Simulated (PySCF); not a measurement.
BiF₂Cl, SMILES [F][Bi]([F])[Cl].

Geometry optimised at PBE0-D3(BJ)/def2-SVP. The def2 effective core potentials stand for the cores of Bi; spin–orbit coupling is left out.

Computed with PBE0-D3(BJ)/def2-SVP in PySCF.

Frequencies are harmonic and unscaled.

```tsv
mode	ν (cm⁻¹)	IR (km/mol)	moving atoms (share of kinetic energy)
1	133	1.5	F 68 %, Cl 27 %
2	149	10.3	F 69 %, Cl 22 %, Bi 9 %
3	178	11.7	F 88 %, Bi 10 %
4	351	51.2	Cl 84 %, Bi 16 %
5	596	72.3	F 91 %, Bi 9 %
6	605	58.6	F 92 %, Bi 8 %
```
